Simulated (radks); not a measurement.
Coulomb parameter of the 4f shell of the erbium ion Er+ in the model configuration [Xe] 4f10 6s1 6p2, as a second difference U = [E(n + 1) + E(n - 1) - 2 E(n)] / (1)^2 with all orbitals relaxed. "Bare": the charge of the atom changes with n. "Screened": the 6p shell takes up the change at fixed total charge, which measures U(4f,4f) + U(6p,6p) - 2 U(4f,6p). Method: scalar-relativistic Kohn-Sham, r2SCAN, spin-unpolarised, spherical densities, finite nucleus; meta-GGA in the generalised Kohn-Sham scheme; Fermi nuclear charge, rms radius 5.2516 fm; computed with a radial shooting solver on a logarithmic mesh with Libxc functionals.

case             configuration  E - E(n) (eV)
start        [Xe] 4f10 6s1 6p2          0.000
bare +1      [Xe] 4f11 6s1 6p2        -22.513
bare -1       [Xe] 4f9 6s1 6p2         41.104
screened +1  [Xe] 4f11 6s1 6p1        -17.634
screened -1   [Xe] 4f9 6s1 6p3         28.248

U(bare) = 18.592 eV, U(screened by 6p) = 10.614 eV, against the Slater integral F0(4f,4f) = 34.535 eV with frozen orbitals.
